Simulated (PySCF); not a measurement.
Compound: C₃HN₃S.
Cartesian coordinates in Å at the GFN2-xTB level; atoms count from 1:
```
atom  x, y, z in Å
N1     2.837   -0.419    0.056
C2     1.693   -0.397    0.017
C3     0.287   -0.315   -0.026
C4    -0.466    0.886    0.074
N5    -1.755    0.673    0.004
S6    -2.027   -0.917   -0.175
N7    -0.487   -1.380   -0.167
H8    -0.074    1.879    0.193
```

The closed-shell SCF was solved with PySCF and density fitting under several settings on one GFN2-xTB geometry (grid level 2 and gas phase unless stated).

```
                                               settings  basis functions  SCF cycles     E (Eh)  HOMO (eV)  LUMO (eV)  dipole (D)
                                          PBE0/pcSseg-1              131          15  -676.8090      -8.71      -2.63        2.98
                                         PBE0/def2-SVPD              155          15  -676.5449      -8.67      -2.70        3.01
                   CAM-B3LYP/6-311G**, start guess vsap              140          15  -677.2669      -9.79      -1.39        2.94
                                            PBE0/6-31G*              104          16  -676.8378      -8.47      -2.37        2.88
                                            OPBE/STO-3G               40          15  -669.3601      -4.72      -0.61        3.02
BP86/def2-TZVP, grid level 1, energy threshold 1e-07 Eh              229          11  -677.4978      -7.62      -3.55        3.06
```

Estimate the row for these settings: PBE0/6-311G**.

```json
{"settings": "PBE0/6-311G**", "basis functions": "140", "SCF cycles": "15", "E (Eh)": "-676.9301", "HOMO (eV)": "-8.60", "LUMO (eV)": "-2.51", "dipole (D)": "2.94"}
```

Over all rows, what range does the HOMO–LUMO gap span?

From 4.07 eV (BP86/def2-TZVP, grid level 1, energy threshold 1e-07 Eh) to 8.40 eV (CAM-B3LYP/6-311G**, start guess vsap). The functional of the narrowest has no exact exchange, that of the widest range-separated exact exchange.

Compare two rows with the functional PBE0: PBE0/pcSseg-1 and PBE0/def2-SVPD. Which energy is lower, and by how much?

PBE0/pcSseg-1 (131 functions) lies 0.2641 Eh or 166 kcal/mol below PBE0/def2-SVPD (155 functions). The smaller set gives the lower energy; the two sets aren't nested, so the variational bound doesn't order them by size.

Cycle counts include a coarse-grid stage where the run had one. All basis functions are spherical, in the Pople sets too.
